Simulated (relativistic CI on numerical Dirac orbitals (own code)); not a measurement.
**Line list: Electric-dipole lines, Tm²⁷⁺**

Calculated at this level of theory: Dirac-Coulomb-Breit CI, separate exchange-only KLI orbitals for each configuration, model QED, unscaled Slater integrals (own radial code, finite nucleus).

Configurations in the expansion (outside the closed core [Ar] 3d10): 4s²4p⁶4d⁶, 4s²4p⁵4d⁷, 4s²4p⁶4d⁵4f, 4s4p⁶4d⁷, 4s²4p⁵4d⁶4f, 4s4p⁶4d⁶4f, 4s²4p⁶4d⁵5s, 4s²4p⁶4d⁵5p, 4s²4p⁶4d⁴4f5s, 4s²4p⁶4d⁵5d, 4s²4p⁵4d⁶5s, 4s²4p⁶4d⁴5s5p, 4s²4p⁶4d⁵5f, 4s²4p⁶4d⁵6s, 4s4p⁶4d⁶5s, 4p⁶4d⁷5p, 4p⁶4d⁸, 4p⁵4d⁹, 4p⁵4d⁸4f, 4s²4p⁶4d⁴5s², 4s²4p⁶4d³4f5s², 4s²4p⁵4d⁴4f5s², 4s4p⁶4d⁴4f5s². Double excitations out of closed p, d and f shells are left out; levels of such configurations are missing from the list, as are those of other unlisted configurations, and high levels can miss mixing partners. These lack a partner that the ground configuration has and come out too high: 4s²4p⁵4d⁶5s.

| λ vac (Å) | Lower | Upper | A (s⁻¹) | gf | Branching (%) |
| --- | --- | --- | --- | --- | --- |
| 57.433 | 4s²4p⁶4d⁶ ⁵D4 [1] | 4s²4p⁶4d⁵4f ¹H°5 [399] | 4.99e+10 | 2.72e-01 | 42.5 |
| 57.665 | 4s²4p⁶4d⁶ ⁵D4 [1] | 4s²4p⁶4d⁵4f ³H°5 [394] | 2.73e+10 | 1.50e-01 | 28.3 |
| 57.731 | 4s²4p⁶4d⁶ ⁵D4 [1] | 4s²4p⁶4d⁵4f ¹F°3 [392] | 5.12e+10 | 1.79e-01 | 15.3 |
| 58.107 | 4s²4p⁶4d⁶ ⁵D4 [1] | 4s²4p⁶4d⁵4f ³D°3 [382] | 3.57e+10 | 1.27e-01 | 11.5 |
| 60.547 | 4s²4p⁶4d⁶ ⁵D3 [4] | 4s²4p⁶4d⁵4f ³D°3 [382] | 6.36e+10 | 2.45e-01 | 20.5 |
| 60.612 | 4s²4p⁶4d⁶ ⁵D4 [5] | 4s²4p⁶4d⁵4f ¹F°3 [392] | 5.89e+10 | 2.27e-01 | 17.6 |
| 60.661 | 4s²4p⁶4d⁶ ⁵D3 [4] | 4s²4p⁶4d⁵4f ⁵P°2 [379] | 7.07e+10 | 1.95e-01 | 31.1 |
| 64.811 | 4s²4p⁶4d⁶ ⁵D1 [6] | 4s²4p⁶4d⁵4f ³D°2 [281] | 4.92e+10 | 1.55e-01 | 26.0 |
| 65.082 | 4s²4p⁶4d⁶ ³F4 [18] | 4s²4p⁶4d⁵4f ³D°3 [382] | 6.81e+10 | 3.03e-01 | 22.0 |
| 66.108 | 4s²4p⁶4d⁶ ³G3 [22] | 4s²4p⁶4d⁵4f ³F°2 [385] | 1.28e+11 | 4.20e-01 | 65.4 |
| 66.690 | 4s²4p⁶4d⁶ ³H6 [7] | 4s²4p⁶4d⁵4f ³G°5 [252] | 3.87e+10 | 2.84e-01 | 56.7 |
| 66.722 | 4s²4p⁶4d⁶ ¹G4 [24] | 4s²4p⁶4d⁵4f ¹F°3 [392] | 9.39e+10 | 4.39e-01 | 28.0 |
| 66.769 | 4s²4p⁶4d⁶ ³G3 [10] | 4s²4p⁶4d⁵4f ¹D°2 [278] | 6.33e+10 | 2.11e-01 | 45.9 |
| 66.819 | 4s²4p⁶4d⁶ ³H5 [19] | 4s²4p⁶4d⁵4f ³G°5 [347] | 4.44e+10 | 3.27e-01 | 25.6 |
| 67.158 | 4s²4p⁶4d⁶ ³H6 [7] | 4s²4p⁶4d⁵4f ³H°5 [238] | 2.47e+10 | 1.84e-01 | 67.9 |
| 67.328 | 4s²4p⁶4d⁶ ¹I6 [21] | 4s²4p⁶4d⁵4f ³G°5 [347] | 1.14e+11 | 8.53e-01 | 65.8 |
| 75.900 | 4s²4p⁶4d⁶ ³G5 [8] | 4s²4p⁵4d⁷ ³F°4 [81] | 5.12e+10 | 3.98e-01 | 86.1 |
| 76.405 | 4s²4p⁶4d⁶ ³H6 [7] | 4s²4p⁵4d⁷ ³G°5 [78] | 5.49e+10 | 5.29e-01 | 85.6 |
| 77.025 | 4s²4p⁶4d⁶ ⁵D4 [1] | 4s²4p⁵4d⁷ ⁵P°3 [43] | 5.16e+10 | 3.21e-01 | 84.6 |
| 77.221 | 4s²4p⁶4d⁶ ⁵D4 [1] | 4s²4p⁵4d⁷ ³F°4 [41] | 1.95e+10 | 1.57e-01 | 88.8 |
| 77.383 | 4s²4p⁶4d⁶ ³G3 [10] | 4s²4p⁵4d⁷ ³D°3 [79] | 3.29e+10 | 2.07e-01 | 63.5 |
| 77.961 | 4s²4p⁶4d⁶ ³P2 [2] | 4s²4p⁵4d⁷ ³P°1 [44] | 4.75e+10 | 1.30e-01 | 76.3 |
| 77.973 | 4s²4p⁶4d⁶ ⁵D3 [4] | 4s²4p⁵4d⁷ ⁵P°2 [56] | 3.07e+10 | 1.40e-01 | 84.0 |
| 78.019 | 4s²4p⁶4d⁶ ³H6 [7] | 4s²4p⁵4d⁷ ³H°6 [69] | 3.37e+10 | 3.99e-01 | 94.5 |
| 78.264 | 4s²4p⁶4d⁶ ⁵D3 [4] | 4s²4p⁵4d⁷ ⁵P°3 [53] | 2.00e+10 | 1.28e-01 | 62.3 |
| 78.707 | 4s²4p⁶4d⁶ ⁵D4 [1] | 4s²4p⁵4d⁷ ⁵D°4 [39] | 3.28e+10 | 2.74e-01 | 94.2 |
| 79.130 | 4s²4p⁶4d⁶ ⁵D4 [5] | 4s²4p⁵4d⁷ ⁵D°4 [52] | 2.41e+10 | 2.04e-01 | 76.8 |
| 79.531 | 4s²4p⁶4d⁶ ³G5 [8] | 4s²4p⁵4d⁷ ³H°5 [58] | 3.13e+10 | 3.27e-01 | 73.0 |
| 80.115 | 4s²4p⁶4d⁶ ³P2 [2] | 4s²4p⁵4d⁷ ³P°2 [40] | 3.19e+10 | 1.54e-01 | 91.5 |
| 80.689 | 4s²4p⁶4d⁶ ⁵D4 [1] | 4s²4p⁵4d⁷ ⁵F°5 [36] | 1.86e+10 | 2.00e-01 | 91.4 |

Terms are leading LS components. Brackets give the number of a level in order of energy, since labels repeat. The list gives strong lines, with weight on those to low levels, without lines whose two gauges differ by over a factor of 2.5, among the lowest 400 of 9517 levels, so that lines to higher ones, which can be the strongest, are missing. Levels whose partners in the same complex of configurations lie outside the list can be far off, and so can their lines. Rates are taken at the computed energies, electric ones in the length gauge.

At this charge energies of transitions that change n are usually good to better than 1 %, and those within a shell (Δn = 0) to a few per cent. Terms inside the open d or f shell come out 10 to 20 % too wide with unscaled integrals.

LS names give the leading component of a level, which can be under half, so a name can repeat, a term be missing and a line seem to break the LS rules.
